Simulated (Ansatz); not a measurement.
Ansatz (a program for electronic structure) job for CH6O2Si2, SMILES [SiH2](OC=O)[SiH3], PBE-D3(BJ)/def2-SVP. 

Ansatz 0.2 input:
```yaml
crystal:
  periodic: [false, false, false]
  atoms:
    - {symbol: O, position_ang: [1.07240333, -0.01577115, -1.52128877]}
    - {symbol: C, position_ang: [1.80745100, 0.11311035, -0.58049593]}
    - {symbol: O, position_ang: [1.43430235, 0.16619857, 0.68902256]}
    - {symbol: Si, position_ang: [-0.20821263, 0.05540251, 1.22331606]}
    - {symbol: Si, position_ang: [-1.71408478, -0.17063790, -0.55678882]}
    - {symbol: H, position_ang: [2.90992489, 0.20466650, -0.67231212]}
    - {symbol: H, position_ang: [-0.43419901, 1.29853914, 2.01500745]}
    - {symbol: H, position_ang: [-0.23101579, -1.11420767, 2.14805363]}
    - {symbol: H, position_ang: [-1.48245823, -1.44029218, -1.30055235]}
    - {symbol: H, position_ang: [-1.67224746, 1.01949416, -1.45171612]}
    - {symbol: H, position_ang: [-3.07619225, -0.23698582, 0.07124337]}
basis:
  gaussian:
    orbitals: def2-SVP
hamiltonian:
  xc: pbe
  dispersion: d3bj
relax: {f_tol: 0.002, max_steps: 200}
```

It prints:

```
WARN ansatz: RAYON_NUM_THREADS=1 ignored (pool sized by the plan → 1); use --threads N
Functional definition: PBE
integrals: 0.05 GiB planned
1184 factors; their error is unknown
mean field: 0.29 GiB planned
mean field evaluation 1: about -20956.5927 eV, gradient 5.3e1 eV
mean field evaluation 2: about -20937.5635 eV, gradient 1.1e2 eV
mean field evaluation 4: about -20961.6449 eV, gradient 1.5e1 eV
mean field evaluation 8: about -20962.0363 eV, gradient 2.2e-1 eV
mean field evaluation 16: about -20961.9530 eV, gradient 1.1e-4 eV
mean field -20961.95304897 eV, -770.3375660277 hartree, gradient 3.1e-5 eV, S^2 0.000000; 0 other end points of the search recorded, 0 dependent functions left out
the calculation of the forces begins
reference -20961.95308542 eV, -770.3375673671 hartree; 28, 28 occupied and 80, 80 virtual orbitals, 1184 factors
relax step   1: F+E_penalty+E_count = -20962.20502797 eV  Δ(F+E_penalty+E_count) = +0.000e0 eV  max|allowed force component| = 1.091e0 eV/Å  Δτ_max = 0.0000 Å  (28 SCF iters, accepted)
these checks for a lower state are left out or cut short: starts, cluster_reference, orbital_swaps, neighbouring_geometries, increment
integrals: 0.05 GiB planned
1184 factors; their error is unknown
mean field: 0.29 GiB planned
mean field -20961.97911600 eV, -770.3385239734 hartree, gradient 2.5e-5 eV, S^2 0.000000; 0 other end points of the search recorded, 0 dependent functions left out
the calculation of the forces begins
reference -20961.97915254 eV, -770.3385253159 hartree; 28, 28 occupied and 80, 80 virtual orbitals, 1184 factors
relax step   2: F+E_penalty+E_count = -20962.22934368 eV  Δ(F+E_penalty+E_count) = -2.432e-2 eV  max|allowed force component| = 2.357e-1 eV/Å  Δτ_max = 0.0265 Å  (31 SCF iters, accepted)
these checks for a lower state are left out or cut short: starts, cluster_reference, orbital_swaps, neighbouring_geometries, increment
integrals: 0.05 GiB planned
1184 factors; their error is unknown
mean field: 0.29 GiB planned
mean field evaluation 32: about -20961.9817 eV, gradient 2.5e-5 eV
mean field -20961.98171666 eV, -770.3386195457 hartree, gradient 2.5e-5 eV, S^2 0.000000; 0 other end points of the search recorded, 0 dependent functions left out
the calculation of the forces begins
reference -20961.98175323 eV, -770.3386208897 hartree; 28, 28 occupied and 80, 80 virtual orbitals, 1184 factors
relax step   3: F+E_penalty+E_count = -20962.23208792 eV  Δ(F+E_penalty+E_count) = -2.744e-3 eV  max|allowed force component| = 1.346e-1 eV/Å  Δτ_max = 0.0121 Å  (30 SCF iters, accepted)
these checks for a lower state are left out or cut short: starts, cluster_reference, orbital_swaps, neighbouring_geometries, increment
integrals: 0.05 GiB planned
1184 factors; their error is unknown
mean field: 0.29 GiB planned
mean field -20961.98251438 eV, -770.3386488615 hartree, gradient 2.5e-5 eV, S^2 0.000000; 0 other end points of the search recorded, 0 dependent functions left out
the calculation of the forces begins
reference -20961.98255096 eV, -770.3386502058 hartree; 28, 28 occupied and 80, 80 virtual orbitals, 1184 factors
relax step   4: F+E_penalty+E_count = -20962.23261191 eV  Δ(F+E_penalty+E_count) = -5.240e-4 eV  max|allowed force component| = 5.331e-2 eV/Å  Δτ_max = 0.0082 Å  (30 SCF iters, accepted)
these checks for a lower state are left out or cut short: starts, cluster_reference, orbital_swaps, neighbouring_geometries, increment
integrals: 0.05 GiB planned
1184 factors; their error is unknown
mean field: 0.29 GiB planned
mean field -20961.98249085 eV, -770.3386479966 hartree, gradient 2.2e-5 eV, S^2 0.000000; 0 other end points of the search recorded, 0 dependent functions left out
the calculation of the forces begins
reference -20961.98252743 eV, -770.3386493411 hartree; 28, 28 occupied and 80, 80 virtual orbitals, 1184 factors
relax step   5: F+E_penalty+E_count = -20962.23265117 eV  Δ(F+E_penalty+E_count) = -3.926e-5 eV  max|allowed force component| = 1.018e-1 eV/Å  Δτ_max = 0.0030 Å  (23 SCF iters, accepted)
these checks for a lower state are left out or cut short: starts, cluster_reference, orbital_swaps, neighbouring_geometries, increment
integrals: 0.05 GiB planned
1184 factors; their error is unknown
mean field: 0.29 GiB planned
mean field -20961.98208940 eV, -770.3386332438 hartree, gradient 2.5e-5 eV, S^2 0.000000; 0 other end points of the search recorded, 0 dependent functions left out
the calculation of the forces begins
reference -20961.98212599 eV, -770.3386345882 hartree; 28, 28 occupied and 80, 80 virtual orbitals, 1184 factors
relax step   6: F+E_penalty+E_count = -20962.23223915 eV  Δ(F+E_penalty+E_count) = +4.120e-4 eV  max|allowed force component| = 1.273e-1 eV/Å  Δτ_max = 0.0088 Å  (31 SCF iters, rejected (line search))
these checks for a lower state are left out or cut short: starts, cluster_reference, orbital_swaps, neighbouring_geometries, increment
integrals: 0.05 GiB planned
1184 factors; their error is unknown
mean field: 0.29 GiB planned
mean field -20961.98259048 eV, -770.3386516581 hartree, gradient 2.5e-5 eV, S^2 0.000000; 0 other end points of the search recorded, 0 dependent functions left out
the calculation of the forces begins
reference -20961.98262706 eV, -770.3386530023 hartree; 28, 28 occupied and 80, 80 virtual orbitals, 1184 factors
relax step   7: F+E_penalty+E_count = -20962.23290118 eV  Δ(F+E_penalty+E_count) = -2.500e-4 eV  max|allowed force component| = 2.193e-2 eV/Å  Δτ_max = 0.0043 Å  (30 SCF iters, accepted)
these checks for a lower state are left out or cut short: starts, cluster_reference, orbital_swaps, neighbouring_geometries, increment
integrals: 0.05 GiB planned
1184 factors; their error is unknown
mean field: 0.29 GiB planned
mean field evaluation 64: about -20961.9825 eV, gradient 1.2e-5 eV
mean field -20961.98247536 eV, -770.3386474273 hartree, gradient 1.2e-5 eV, S^2 0.000000; 0 other end points of the search recorded, 0 dependent functions left out
the calculation of the forces begins
reference -20961.98251193 eV, -770.3386487715 hartree; 28, 28 occupied and 80, 80 virtual orbitals, 1184 factors
relax step   8: F+E_penalty+E_count = -20962.23292995 eV  Δ(F+E_penalty+E_count) = -2.877e-5 eV  max|allowed force component| = 6.663e-3 eV/Å  Δτ_max = 0.0045 Å  (25 SCF iters, accepted)
these checks for a lower state are left out or cut short: starts, cluster_reference, orbital_swaps, neighbouring_geometries, increment
integrals: 0.05 GiB planned
1184 factors; their error is unknown
mean field: 0.29 GiB planned
mean field -20961.98245749 eV, -770.3386467707 hartree, gradient 8.6e-5 eV, S^2 0.000000; 0 other end points of the search recorded, 0 dependent functions left out
the calculation of the forces begins
reference -20961.98249407 eV, -770.3386481149 hartree; 28, 28 occupied and 80, 80 virtual orbitals, 1184 factors
relax step   9: F+E_penalty+E_count = -20962.23293124 eV  Δ(F+E_penalty+E_count) = -1.287e-6 eV  max|allowed force component| = 2.141e-3 eV/Å  Δτ_max = 0.0011 Å  (19 SCF iters, accepted)
these checks for a lower state are left out or cut short: starts, cluster_reference, orbital_swaps, neighbouring_geometries, increment
integrals: 0.05 GiB planned
1184 factors; their error is unknown
mean field: 0.29 GiB planned
mean field -20961.98245663 eV, -770.3386467390 hartree, gradient 8.6e-5 eV, S^2 0.000000; 0 other end points of the search recorded, 0 dependent functions left out
the calculation of the forces begins
reference -20961.98249320 eV, -770.3386480832 hartree; 28, 28 occupied and 80, 80 virtual orbitals, 1184 factors
relax step  10: F+E_penalty+E_count = -20962.23293174 eV  Δ(F+E_penalty+E_count) = -4.966e-7 eV  max|allowed force component| = 3.083e-4 eV/Å  Δτ_max = 0.0009 Å  (19 SCF iters, accepted)
integrals: 0.05 GiB planned
1184 factors; their error is unknown
mean field: 0.29 GiB planned
mean field -20961.98245663 eV, -770.3386467390 hartree, gradient 8.6e-5 eV, S^2 0.000000; 1 other end points of the search recorded, 0 dependent functions left out
the calculation of the forces begins
reference -20961.98249320 eV, -770.3386480832 hartree; 28, 28 occupied and 80, 80 virtual orbitals, 1184 factors
Total energy: -20962.23296831 eV, -770.3478528737 hartree
Atom 0 at     1.071538    -0.019610    -1.532817 Å, force    -0.000308    -0.000135     0.000099 eV/Å
Atom 1 at     1.818574     0.113694    -0.584412 Å, force     0.000234    -0.000002    -0.000168 eV/Å
Atom 2 at     1.455664     0.170803     0.704449 Å, force    -0.000244     0.000064     0.000070 eV/Å
Atom 3 at    -0.212014     0.055274     1.227428 Å, force     0.000134     0.000014     0.000128 eV/Å
Atom 4 at    -1.721148    -0.171194    -0.559702 Å, force    -0.000081    -0.000006    -0.000032 eV/Å
Atom 5 at     2.930693     0.207527    -0.678295 Å, force     0.000258     0.000073     0.000010 eV/Å
Atom 6 at    -0.437474     1.306285     2.027824 Å, force    -0.000025    -0.000100     0.000030 eV/Å
Atom 7 at    -0.231458    -1.122434     2.159978 Å, force     0.000029     0.000029    -0.000044 eV/Å
Atom 8 at    -1.492393    -1.449746    -1.309500 Å, force    -0.000032     0.000070     0.000013 eV/Å
Atom 9 at    -1.681964     1.026128    -1.462145 Å, force     0.000023    -0.000039    -0.000037 eV/Å
Atom 10 at    -3.094347    -0.237211     0.070680 Å, force     0.000013     0.000032    -0.000071 eV/Å
Dipole moment:     0.084632     0.024127     0.245145 e Å
```

The run converged.
